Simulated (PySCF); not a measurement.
# Property card for `C=C=C[Si](Cl)(Cl)Cl`

C3H3Cl3Si.
Bonds: C1–C2 (double), C2–C3 (double), C3–Si4, Si4–Cl5, Si4–Cl6, Si4–Cl7. Hydrogens: H8, H9 on C1; H10 on C3.

Among its groups: allene or cumulene and C–Si bond.

GFN2-xTB geometry:

| Property | Result |
| --- | --- |
| Rotational constants A, B, C of the GFN2-xTB geometry | 1.401, 0.845, 0.819 GHz |

PBE0/pcSseg-1 ground state and GIAO shieldings, non-relativistic (PySCF):

| Property | Result |
| --- | --- |
| Dipole moment | 2.24 D |
| HOMO energy | -8.14 eV |
| LUMO energy | -1.05 eV |
| HOMO–LUMO gap | 7.09 eV |
| Lowest Hirshfeld atomic charge | -0.17 e on C3 |
| Highest Hirshfeld atomic charge | +0.37 e on Si4 |
| 13C chemical shifts (computed TMS as zero) by class | 227.2 (C2), 89.4 (C3), 76.1 (C1) ppm |
| 1H chemical shifts (computed TMS as zero) by class | 5.37 (H10), 4.98 (H8/H9) ppm |
| Isotropic shieldings of nuclei other than C and H, by class | 336 (Si4), 805 (Cl5/Cl6/Cl7) ppm |
| Mayer bond orders between heavy atoms | C1–C2 2.07, C2–C3 1.97, C3–Si4 0.88, Si4–Cl5 1.03, Si4–Cl6 1.07, Si4–Cl7 1.07 |

Monoisotopic mass (most abundant isotopes): 171.9070 u.

The rotational constants make it an asymmetric top with κ = (2B − A − C)/(A − C) = -0.91, nearer the prolate limit (−1). The dipole equals about 7.5 × 10⁻³⁰ C·m (1 D = 3.33564 × 10⁻³⁰ C·m). With B = h/(8π²I), that is 505.379 GHz u Å² over I, the principal moments of inertia are 360.8, 597.8 and 617.4 u Å² (most abundant isotopes); the inertial defect Ic − Ia − Ib is -341.2 u Å² (zero for a rigid planar frame, negative otherwise).

Isolated species at its GFN2-xTB geometry, gas phase. NMR classes are plain means over equivalent atoms (diastereotopic ones count apart unless rotation or inversion swaps them), as if these changed places fast; in this geometry the members of some classes differ.

For the NMR shielding job (PBE0/pcSseg-1), on one thread, Arm Neoverse V2, on a shared host, this took 20 s.

The values belong to the conformer `[CH2:1]=[C:2]=[CH:3][Si:4]([Cl:5])([Cl:6])[Cl:7]`: C2–C3–Si4–Cl5 171°.
